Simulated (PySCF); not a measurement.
# Broadened absorption spectrum of Sn(CN)H3

Species: Sn(CN)H3, CH3NSn.
SMILES: `[H][Sn]([H])([H])[C]#N`

Level of theory: TDDFT wB97X-D/def2-SVPD, vertical, gas phase, core orbitals frozen in the response, def2 core potentials past Kr in PySCF 2.14.0, density-fitted response routines. Isolated species at its PBE0-D3(BJ)/def2-SVP geometry, gas phase. Spin–orbit coupling is left out.

Broadening: Gaussians 0.4 eV wide at half height, area fixed by f = 4.319×10⁻⁹ ∫ε dν̃. The width is an assumption, not a result. The curve ends short of the highest state used, and states not computed would add to its high-energy end.

(E (eV), ε (L mol⁻¹ cm⁻¹)): (6.57, 0), (6.60, 0), (6.62, 0), (6.64, 0), (6.66, 0), (6.69, 0), (6.71, 0), (6.73, 0), (6.75, 0), (6.78, 0), (6.80, 0), (6.82, 0), (6.84, 0), (6.87, 0), (6.89, 1), (6.91, 1), (6.93, 1), (6.96, 2), (6.98, 3), (7.00, 4), (7.02, 6), (7.05, 9), (7.07, 13), (7.09, 17), (7.11, 23), (7.14, 33), (7.16, 42), (7.18, 53), (7.20, 66), (7.23, 88), (7.25, 106), (7.27, 125), (7.29, 145), (7.32, 178), (7.34, 200), (7.36, 222), (7.38, 243), (7.40, 262), (7.43, 286), (7.45, 298), (7.47, 306), (7.49, 310), (7.52, 308), (7.54, 302), (7.56, 292), (7.58, 278), (7.61, 253), (7.63, 234), (7.65, 214), (7.67, 195), (7.70, 167), (7.72, 151), (7.74, 138), (7.76, 130), (7.79, 127), (7.81, 133)

(1) Where are the band maxima, and which computed states make them?

(2) Coming from long wavelengths, where does ε first pass 100 L mol⁻¹ cm⁻¹?

Answers

(1) 165 nm (7.50 eV), ε about 310, made up of S2 (50%) and S3 (50%) (ε in L mol⁻¹ cm⁻¹; maxima over ε = 5, shares over 10%). At its high-energy end, 7.81 eV, the curve is still rising (ε about 130, from S2, S3, S4 and S5). The states used: S1 7.17 eV (f 0.0000); S2 7.50 eV (f 0.0023); S3 7.50 eV (f 0.0023); S4 8.11 eV (f 0.0013); S5 8.11 eV (f 0.0013); S6 8.34 eV (f 0.019); S7 8.34 eV (f 0.019); S8 8.41 eV (f 0.076); S9 8.41 eV (f 0.076).

(2) At about 171 nm (7.24 eV), 0.07 eV above S1.

The vertical ionisation energy (ΔSCF) is 11.92 eV, 3.52 eV above S9.
